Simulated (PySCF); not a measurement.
Cartesian coordinates in Å; atom numbers follow the order of the lines, from 1:
```xyz
15

C    -2.316    0.812   -0.506
Si   -0.870   -0.320   -0.751
O    -0.502   -1.097    0.679
Si    0.882   -1.190    1.590
O     2.037   -0.251    0.848
Si    2.002    0.686   -0.525
O     0.480    0.563   -1.177
H    -2.103    1.540    0.292
H    -2.536    1.366   -1.431
H    -3.214    0.241   -0.223
H    -1.122   -1.345   -1.800
H     1.355   -2.599    1.645
H     0.613   -0.662    2.953
H     2.272    2.102   -0.166
H     3.008    0.178   -1.493
```

[PySCF 2.14: shieldings: GIAO PBE/pcSseg-1; structure optimised with PBE0-D3(BJ)/def2-SVP; non-relativistic; one averaged value for each set of equivalent atoms; single conformer; no solvent model]

References, each an isolated molecule treated in the same way: TMS for 13C (σ = 180.03 ppm) and 1H (σ = 31.20 ppm) and 29Si (σ = 334.61 ppm); 17O (σ = 334.63 ppm) against H2O.

```csv
atoms,nucleus,count,δ (ppm)
O5,17O,1,97.1
C1,13C,1,?
H8/H9/H10,1H,3,0.36
Si2,29Si,1,-16.4
H12/H15,1H,2,?
O3/O7,17O,2,107.7
Si4/Si6,29Si,2,-36.2
H11,1H,1,5.52
H13/H14,1H,2,?
```

Estimate the values marked ?.

Results:


- C1: 2.8 ppm, methyl carbon bonded to Si; an electropositive neighbour leaves it electron-rich and shielded
- H12/H15: 5.51 ppm, hydrogen on a silicon bonded to 2 O, in a 6-membered ring
- H13/H14: 5.49 ppm, hydrogen on a silicon bonded to 2 O, in a 6-membered ring

Shifts are as computed. Against solution values, carbons near 30 ppm lie about +2 ppm off and those near 130 ppm about +2 ppm. Of 1211 compounds with measured shifts, 218 miss one by over three times the rms of a fit or turn the order of signals round; such compounds aren't used in these exercises. Experimental scales use liquid or dissolved standards, which lie at an offset from isolated H2O (liquid H2O: subtract about 36 ppm).
